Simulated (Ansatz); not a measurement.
Cost and result for the atomization energy of BClFH5OSi2, SMILES `B[Si](F)(Cl)O[SiH3]` (11 atoms, 10 bonds).

| atom | x (Å) | y (Å) | z (Å) |
| --- | --- | --- | --- |
| B1 | -0.156 | -0.464 | -2.468 |
| Si2 | 0.260 | -0.782 | -0.543 |
| F3 | 1.692 | -1.430 | -0.295 |
| Cl4 | -1.125 | -2.192 | 0.030 |
| O5 | 0.140 | 0.522 | 0.395 |
| Si6 | -0.012 | 1.140 | 1.914 |
| H7 | -0.996 | 0.326 | -2.773 |
| H8 | 0.365 | -1.111 | -3.325 |
| H9 | 1.144 | 2.032 | 2.172 |
| H10 | -1.273 | 1.916 | 1.980 |
| H11 | -0.039 | 0.042 | 2.912 |

The species carries charge 0 and has multiplicity 1. Geometry: relaxed with PBE0-D4/def2-TZVP. It is one conformer, not always the lowest. Program: Ansatz. All runs use 4 threads of an AMD EPYC 7R43 on a shared host. Times are those of one run each, without the atoms' runs, and a repeat can differ threefold. Electronic energies, without spin–orbit coupling; frozen cores. CCSD(T)/CBS adds CCSD(T) − MP2 in def2-TZVPP to the MP2 limit, and its time is that of the two runs behind it. T1 = 0.011. B3LYP takes the VWN-RPA correlation (the form of Gaussian; ORCA's B3LYP/G).

CCSD(T)/CBS is a level of theory with its own doubt, some kJ/mol a heavy atom from the limit and from the frozen cores, so smaller differences don't rank the functionals.

```csv
level,functions,wall time,atomization (kJ/mol),difference from CCSD(T)/CBS,per bond
PBE-D4/def2-TZVPP (with forces),289,3.7 s,3947.5,-10.5,-1.0
PBE0-D4/def2-TZVPP,289,5.5 s,3904.5,-53.5,-5.4
r2SCAN-D4/def2-TZVPP (with forces),289,7 s,3962.7,4.7,0.5
B3LYP-D4/def2-TZVPP (with forces),289,8.5 s,3932.6,-25.4,-2.5
B2PLYP/def2-TZVPP,289,9 s,3900.7,-57.3,-5.7
ωB97X-V/def2-TZVPP,289,12 s,3972.8,14.8,1.5
ωB97M-V/def2-TZVPP (with forces),289,17 s,3962.1,4.1,0.4
MP2/def2-QZVPP,531,32 s,4002.6,44.6,4.5
CCSD(T)/def2-TZVPP,289,5.9 min,3843.8,-114.2,-11.4
CCSD(T)/CBS(def2),–,6.4 min,3958.0,0.0,0.0
```

The D4 term adds +47.4 kJ/mol with B3LYP and +25.1 kJ/mol with PBE0; it sums over pairs of atoms, weighted by their polarisabilities, and B3LYP, whose exchange is more repulsive, gets the larger term. In def2-TZVPP, CCSD(T) changes the Hartree–Fock value by +820.3 kJ/mol (the triples alone add +47.9 kJ/mol) and MP2 by +909.6 kJ/mol; breaking electron pairs costs correlation energy, which Hartree–Fock lacks. From PBE to PBE0 (25 % exact exchange), in def2-TZVPP and without D4, the atomization energy moves by −39.0 kJ/mol: exact exchange takes away binding that semilocal exchange gives to molecules.
